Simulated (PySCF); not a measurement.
CHI2, SMILES I[CH]I, multiplicity 2. Geometry optimised at PBE-D3(BJ)/def2-SVP. The isomer is the one that the SMILES or the coordinates give; other isomers of the formula were not compared. The def2 effective core potentials stand for the cores of I; spin–orbit coupling is left out.

Computed equilibrium geometry at PBE-D3(BJ)/def2-SVP (PySCF confirms it by a frequency run) as Cartesian coordinates in Å, and its point group:
point group Cs.
```xyz
4

I     -0.0024    -0.0699    -1.8255
C      0.0805     0.9078     0.0000
I     -0.0024    -0.0699     1.8255
H     -0.2322     1.9633     0.0000
```
Charge 0, spin multiplicity 2.
